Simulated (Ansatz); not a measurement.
Relaxation of AlFH6O2Si (11 atoms, charge 0, multiplicity 1), to a largest force component of 0.03 eV/Å in at most 50 steps.

Level of theory: RKS PBE-D4/def2-SVP in Ansatz.

```xyz
11
Properties=species:S:1:pos:R:3
Al 0.136 0.353 -0.478
O 0.018 0.188 2.481
Si -1.390 -0.354 3.260
H -2.331 -1.014 2.280
H -0.966 -1.358 4.297
H -2.096 0.807 3.916
O 1.699 -0.099 -0.995
H 1.898 -0.938 -1.436
H -1.221 -0.411 -0.772
F 0.039 1.895 0.216
H -0.008 1.138 2.194
```

Question: Where does it end, and by what steps?

Answer: It converged. The force dipped under the threshold on the way, but the program's further checks kept it going. After 35 steps the energy has fallen by 0.930 eV; H8 moved furthest, 2.35 Å. Joined: Al1–O2 (2.97 → 1.89 Å), Si3–O7 (5.26 → 2.10 Å).

```json
{"step": "0", "energy less start (eV)": "0.0000", "largest force component (eV/Å)": "0.599", "accepted": "yes"}
{"step": "2", "energy less start (eV)": "-0.3758", "largest force component (eV/Å)": "0.483", "accepted": "yes"}
{"step": "4", "energy less start (eV)": "-0.5412", "largest force component (eV/Å)": "0.584", "accepted": "yes"}
{"step": "6", "energy less start (eV)": "-0.5810", "largest force component (eV/Å)": "0.163", "accepted": "yes"}
{"step": "8", "energy less start (eV)": "-0.5894", "largest force component (eV/Å)": "0.187", "accepted": "yes"}
{"step": "10", "energy less start (eV)": "-0.5979", "largest force component (eV/Å)": "0.051", "accepted": "yes"}
{"step": "12", "energy less start (eV)": "-0.6036", "largest force component (eV/Å)": "0.130", "accepted": "yes"}
{"step": "14", "energy less start (eV)": "-0.6152", "largest force component (eV/Å)": "0.067", "accepted": "yes"}
{"step": "16", "energy less start (eV)": "-0.6199", "largest force component (eV/Å)": "0.416", "accepted": "yes"}
{"step": "18", "energy less start (eV)": "-0.6631", "largest force component (eV/Å)": "0.117", "accepted": "yes"}
{"step": "20", "energy less start (eV)": "-0.6951", "largest force component (eV/Å)": "0.369", "accepted": "yes"}
{"step": "22", "energy less start (eV)": "-0.7576", "largest force component (eV/Å)": "0.281", "accepted": "yes"}
{"step": "24", "energy less start (eV)": "-0.7960", "largest force component (eV/Å)": "0.270", "accepted": "yes"}
{"step": "26", "energy less start (eV)": "-0.8603", "largest force component (eV/Å)": "0.284", "accepted": "yes"}
{"step": "28", "energy less start (eV)": "-0.9080", "largest force component (eV/Å)": "0.463", "accepted": "yes"}
{"step": "30", "energy less start (eV)": "-0.9198", "largest force component (eV/Å)": "0.436", "accepted": "no"}
{"step": "32", "energy less start (eV)": "-0.9285", "largest force component (eV/Å)": "0.047", "accepted": "yes"}
{"step": "34", "energy less start (eV)": "-0.9295", "largest force component (eV/Å)": "0.017", "accepted": "yes"}
{"step": "35", "energy less start (eV)": "-0.9297", "largest force component (eV/Å)": "0.027", "accepted": "yes"}
```

```xyz
11
Properties=species:S:1:pos:R:3
Al 0.026 0.810 -0.017
O -0.951 0.915 1.603
Si -0.724 -0.634 2.522
H -1.461 -1.851 2.044
H 0.575 -0.858 3.235
H -1.629 -0.128 3.645
O 0.386 -0.782 0.749
H 0.554 -1.654 0.359
H -0.872 0.840 -1.325
F 1.291 1.920 0.073
H -1.417 1.629 2.074
```

Whether the end is a true minimum wasn't checked by a vibrational analysis.

Run time: 74 s on 2 threads of Arm Neoverse V2, with other jobs on the host, peak memory 0.16 GiB.
